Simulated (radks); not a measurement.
Species: Hf III. Configuration: [Xe] 4f14 5d2. Method: Dirac Kohn-Sham, revPBE, spin-unpolarised, spherical densities, finite nucleus; open shells fill j = l - 1/2 first; Fermi nuclear charge, rms radius 5.347 fm; computed with a radial shooting solver on a logarithmic mesh with Libxc functionals.

Normalised radial functions P(r) = r R(r) (large component), r in bohr:

r            5d5/2
0.0009471   0.0000
0.001494    0.0000
0.002339    0.0000
0.00369     0.0001
0.005822    0.0004
0.009186    0.0013
0.01438     0.0044
0.02268     0.0138
0.03579     0.0394
0.05647     0.0948
0.08838     0.1713
0.1394      0.1880
0.22        0.0050
0.3471     -0.2711
0.5477     -0.1932
0.8572      0.2830
1.352       0.6814
2.134       0.6654
3.367       0.3647
5.269       0.0987
8.314       0.0076

5d5/2 (empty): eigenvalue -16.207 eV, 2 radial nodes at r = 0.222, 0.672 bohr, <r> = 2.15 bohr, 90 % of the charge inside 3.37 bohr.
